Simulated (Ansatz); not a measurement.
Two members of one family (Series GeH2X2), computed with Ansatz in the gas phase; def2 core potentials for I, no spin–orbit coupling. The two geometries come from different levels. A negative affinity means that the extra electron isn't bound at that geometry and level; within about 0.2 eV of zero the sign isn't settled. Binding counts from free atoms in the multiplicity of their measured ground term, without zero-point energy. A dash marks a value that wasn't run or was left out as unsound. The structures are stationary points that may keep the symmetry of their start. Remarks come from the PBE and PBE0 runs and from stability tests at other levels; not every state was tested. A HOMO above zero means that the electron is unbound at that level and held by the basis, or that self-interaction error raises the level; the energy of removing that electron tells which.

First: GeI2H2 (singlet, charge 0, PBE0-D4/def2-SVP geometry).

Cartesian coordinates in Å:
```
Ge 0.119 -0.200 -0.039
I -0.474 1.470 -1.816
I -0.731 0.556 2.200
H 1.648 -0.296 0.039
H -0.562 -1.530 -0.384
```

| level | HOMO (eV) | LUMO (eV) | gap (eV) | vertical EA (eV) | binding per atom (eV) |
| --- | --- | --- | --- | --- | --- |
| PBE-D4/def2-SVP | -6.47 | -2.62 | 3.85 | – | 2.32 |
| BLYP-D4/def2-TZVP | -6.38 | -2.67 | 3.71 | – | 2.25 |
| r2SCAN-D4/def2-TZVP | -6.87 | -2.56 | 4.31 | – | 2.34 |
| r2SCAN-D4/def2-TZVPD | -6.87 | -2.58 | 4.29 | 0.55 | 2.34 |
| PBE0-D4/def2-TZVPD | -7.68 | -1.99 | 5.69 | 0.52 | 2.32 |

Remarks: HOMO above zero (-1 doublet).

Second: GeF2H2 (singlet, charge 0, r2SCAN-D4/def2-TZVP geometry).

Cartesian coordinates in Å:
```
Ge -0.046 -0.054 -0.089
F 0.301 1.630 0.048
F 0.450 -0.727 1.421
H 0.853 -0.633 -1.178
H -1.558 -0.216 -0.202
```

**Question.** Estimate how these quantities change from the first to the second (second minus first).

**Answer.** 
```csv
level,Δ HOMO (eV),Δ LUMO (eV),Δ gap (eV),Δ vertical EA (eV),Δ binding per atom (eV)
PBE-D4/def2-SVP,-1.76,2.05,3.81,–,0.98
BLYP-D4/def2-TZVP,-2.02,1.82,3.84,–,1.00
r2SCAN-D4/def2-TZVP,-2.01,2.05,4.05,–,0.95
r2SCAN-D4/def2-TZVPD,-2.04,1.90,3.95,-1.76,0.95
PBE0-D4/def2-TZVPD,-2.41,1.65,4.06,-1.74,0.89
```

Remarks: HOMO above zero (-1 doublet).
